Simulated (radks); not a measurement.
Results of a calculation; reference values are marked as such.
Task: Mg0.75+, 11.25 electrons, occupied as [He] 2s2 2p(up 3, down 2.25) 3s2 (fractional occupations, a model configuration). Code: a radial shooting solver on a logarithmic mesh with Libxc functionals. Model: non-relativistic Kohn-Sham, TPSS, spin-polarised, spherical densities, point nucleus; meta-GGA in the generalised Kohn-Sham scheme. Some entries of the table are withheld. Estimate them.

orbital  occ.  eigenvalue (hartree)  r(max) (bohr)
1s up       1                   (1)        0.08542
1s down     1                   (2)        0.08541
2s up       1              -3.65822         0.5391
2s down     1              -3.58327         0.5407
2p up       3                   (3)         0.4667
2p down  2.25                   (4)         0.4691
3s up       1                   (5)          2.217
3s down     1                   (6)          2.236

Result: 
(1) 1s up eigenvalue (hartree): -47.28395
(2) 1s down eigenvalue (hartree): -47.24664
(3) 2p up eigenvalue (hartree): -2.43026
(4) 2p down eigenvalue (hartree): -2.35118
(5) 3s up eigenvalue (hartree): -0.42852
(6) 3s down eigenvalue (hartree): -0.42439
